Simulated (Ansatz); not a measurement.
`C[S][Ge][OH]` + H–F → `C[S][Ge][F]` + H₂O  (ligand exchange at a Ge–O bond)

Program: Ansatz. Geometries: PBE0-D4/def2-TZVP. ΔE: electronic, gas phase. CCSD(T)/CBS adds triple-zeta CCSD(T) − MP2 to the extrapolated MP2 energy (def2 sets, frozen cores). This one scheme is used for every species. Functionals use def2-TZVPP. B3LYP here is the variant with VWN-RPA as its local correlation; programs differ in this. For Ge outer-core shells are correlated without core-valence functions, which leaves a few kJ/mol of doubt a bond. Scalar relativity is left out up to krypton. Each species was taken in one conformer, which may not be the lowest.

Q: Is it downhill or uphill in electronic energy at CCSD(T)/CBS, and by how much? (An estimate is asked.)

A: Ansatz gave: Downhill: ΔE = -6.2 kcal/mol.

Q: What do these levels give: PBE-D4, B3LYP-D4, PBE0, HF/def2-QZVPP, MP2/def2-QZVPP, CCSD/CBS(def2)? (Estimate.)

A: The calculation gave: PBE-D4 -7.7, B3LYP-D4 -8.3, PBE0 -7.3, HF/def2-QZVPP -8.4, MP2/def2-QZVPP -5.1, CCSD/CBS(def2) -6.4 kcal/mol.

Largest T1 diagnostic among the species: 0.015.

In def2-TZVPP, CCSD(T) changes the Hartree–Fock value by +2.2 kcal/mol (the triples alone add +0.2 kcal/mol) and MP2 by +3.2 kcal/mol. From PBE to PBE0 (25 % exact exchange), in def2-TZVPP and without D4, ΔE moves by +0.7 kcal/mol.
